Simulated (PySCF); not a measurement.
**Correlation energy of Ne(2+) (neon, charge +2)**

[He] 2s1 2p5, high-spin 3P determinant (an excited configuration). Calculation: PySCF 2.14, in x2c-QZVPPall (7s4p3d2f1g, 57 functions); scalar relativity by spin-free X2C-1e. Frozen: 1s2; 6 electrons correlated.

```
  level  correlation energy (mhartree)
   CCSD                        -214.57
    (T)                          -3.61
CCSD(T)                        -218.18
```

Diagnostics: T1 = 0.0034, D1 = 0.0080, largest double amplitude 0.046.

Q: Is a single reference adequate?

A: Yes: T1 lies below 0.03 and no double amplitude reaches 0.07.
